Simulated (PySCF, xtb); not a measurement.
1-(hydroxymethyl)cyclopropan-1-ol (C4H8O2), SMILES OCC1(O)CC1.

GFN2-xTB (xtb) at its own geometry gives an orbital gap of 9.06 eV and a dipole moment of 2.82 D.

Geometry: B3LYP-D3(BJ)/def2-SVP. The values are those of a single conformer.

Task: What does HF/def2-TZVP (PySCF) give? (An estimate is asked for; the answer gives what the named calculation found.)

Result: gap 14.60 eV (levels -11.00 and 3.60 eV), dipole 0.55 D.
